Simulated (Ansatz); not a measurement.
`C[SiH](Cl)B[SiH3]` → `[SiH3]B[SiH2]Cl` + `[CH2]` (triplet)  (formal loss of a carbene)

Isolated molecules relaxed with PBE0-D4/def2-TZVP in Ansatz; ΔE leaves out vibrations. CCSD(T)/CBS is the MP2 limit (def2-TZVPP, def2-QZVPP) plus CCSD(T) − MP2 in def2-TZVPP, frozen cores. This one scheme is used for every species. Triplets are unrestricted, without spin–orbit coupling. One conformer a species, not always the lowest.

| species | CCSD(T)/CBS(def2) energy (Eh) |
| --- | --- |
| `C[SiH](Cl)B[SiH3]` | -1105.61576 |
| `[SiH3]B[SiH2]Cl` | -1066.33624 |
| `[CH2]` (triplet) | -39.09499 |

Problem. Work out ΔE.

Solution. ΔE = (-1066.33624) + (-39.09499) − (-1105.61576) = 0.18453 Eh = +5.02 eV.

Largest T1 diagnostic among the species: 0.012.

From BLYP to BHLYP (50 % exact exchange), in def2-TZVPP and without D4, ΔE moves by −0.04 eV. Leaving LDA and LC-ωPBE aside and taking each functional with its dispersion term where it has one, the values, not all of them listed here, spread over 0.35 eV, from r2SCAN0-D4 to ωB97X-V. LDA lies +0.76 eV from PBE without D4. The D4 term adds +0.14 eV with B3LYP and +0.08 eV with PBE0; it sums over pairs of atoms, weighted by their polarisabilities, and B3LYP, whose exchange is more repulsive, gets the larger term.

B3LYP here is the variant with VWN-RPA as its local correlation; programs differ in this.
